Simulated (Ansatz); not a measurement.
The cluster K3Na⁺. Total charge 1; doublet. Geometry PBE0/def2-TZVP; atoms count from 1.

```xyz
4

Na    1.209    0.349    0.102
K    -2.293   -0.913   -0.158
K    -0.632    0.457    3.858
K     1.716    0.107   -3.802
```

The structure comes from a short search, and lower isomers may exist.

(1) Estimate the Mulliken populations from the PBE0/def2-TZVP orbitals of Ansatz.

(2) Where does the spin sit?

(3) And the Mayer bond orders between bonded heavy atoms (over 0.3)?

Answers

(1) 
```tsv
atom	charge (e)	spin (α − β)
Na1	0.16	-0.09
K2	0.30	0.07
K3	0.27	0.47
K4	0.27	0.55
```
Mulliken values and Mayer orders depend strongly on the basis.

(2) Summed by element: Na -0.09, K 1.09, of 1 unpaired in all. Largest on single atoms: K4 0.55, K3 0.47, Na1 -0.09.

(3) Na1–K2 0.43 (3.73 Å); Na1–K4 0.37 (3.94 Å); K2–K3 0.40 (4.56 Å).
